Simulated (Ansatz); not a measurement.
Consider the ligand exchange at a B–C bond: `BC([SiH3])B[SiH3]` + `N[SiH3]` → `[SiH3]BN[SiH3]` + `BC[SiH3]`.

Calculated with Ansatz (gas phase, PBE0-D4/def2-TZVP geometries, no zero-point term in ΔE). CCSD(T)/CBS is the MP2 limit (def2-TZVPP, def2-QZVPP) plus CCSD(T) − MP2 in def2-TZVPP, frozen cores. This one scheme is used for every species. DFT in def2-TZVPP. B3LYP here is the variant with VWN-RPA as its local correlation; programs differ in this. One conformer a species, not always the lowest.

Is it downhill or uphill in electronic energy at CCSD(T)/CBS, and by how much? (Estimate.)

Computed: Downhill: ΔE = -23.8 kcal/mol.

What do these levels give: PBE0-D4, B3LYP-D4, ωB97M-V, B2PLYP, PBE, r2SCAN, PBE0, HF/def2-TZVPP, CCSD(T)/def2-TZVPP, MP2/def2-QZVPP, SCS-MP2/def2-QZVPP, MP2/CBS(def2)? (Estimate.)

Computed: PBE0-D4 -23.0, B3LYP-D4 -26.1, ωB97M-V -24.0, B2PLYP -26.6, PBE -23.9, r2SCAN -23.8, PBE0 -23.9, HF/def2-TZVPP -30.2, CCSD(T)/def2-TZVPP -24.7, MP2/def2-QZVPP -23.2, SCS-MP2/def2-QZVPP -24.9, MP2/CBS(def2) -22.9 kcal/mol.

Largest T1 diagnostic among the species: 0.014.

In def2-TZVPP, CCSD(T) changes the Hartree–Fock value by +5.5 kcal/mol (the triples alone add +0.8 kcal/mol) and MP2 by +6.5 kcal/mol. The D4 term adds +1.8 kcal/mol with B3LYP and +1.0 kcal/mol with PBE0; it sums over pairs of atoms, weighted by their polarisabilities, and B3LYP, whose exchange is more repulsive, gets the larger term.
